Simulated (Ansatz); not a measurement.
One change: `[O]=[V]([OH])([F])[Cl]` becomes `[O]=[Nb]([OH])([F])[Cl]`.

Ansatz, PBE0-D4/def2-TZVP geometries, multiplicity 1. Each molecule was computed in one conformer, which needn't be the lowest.

Elements past krypton have def2 core potentials. Scalar relativity is left out up to krypton.

| property | `[O]=[V]([OH])([F])[Cl]` |
| --- | --- |
| HOMO energy (PBE0/def2-TZVPP) / eV | -9.58 |
| HOMO–LUMO gap (PBE0/def2-TZVPP) / eV | 5.98 |
| HOMO energy (B3LYP/def2-TZVPP) / eV | -9.31 |
| HOMO–LUMO gap (ωB97M-V/def2-TZVPP) / eV | 10.47 |
| ideal-gas entropy at 298 K and 1 bar (rigid rotor, harmonic PBE0-D4/def2-TZVP) / J/(mol·K) | 334 |
| HOMO energy (PBE/def2-TZVPP) / eV | -8.10 |

**Question.** Give the same properties after the change, and the shifts. (Best estimate.)

**Answer.** The calculation gave: 
```tsv
property	`[O]=[Nb]([OH])([F])[Cl]`	shift
HOMO energy (PBE0/def2-TZVPP) / eV	-9.53	0.05
HOMO–LUMO gap (PBE0/def2-TZVPP) / eV	7.38	1.40
HOMO energy (B3LYP/def2-TZVPP) / eV	-9.25	0.06
HOMO–LUMO gap (ωB97M-V/def2-TZVPP) / eV	11.81	1.34
ideal-gas entropy at 298 K and 1 bar (rigid rotor, harmonic PBE0-D4/def2-TZVP) / J/(mol·K)	348	14
HOMO energy (PBE/def2-TZVPP) / eV	-8.03	0.07
```

With PBE0 the HOMO rises by 0.05 eV and the LUMO rises by 1.46 eV, so the gap widens by about 1.41 eV. PBE moves the HOMO by 0.07 eV and ωB97M-V by 0.03 eV.

B3LYP here is the variant with VWN-RPA as its local correlation; programs differ in this.
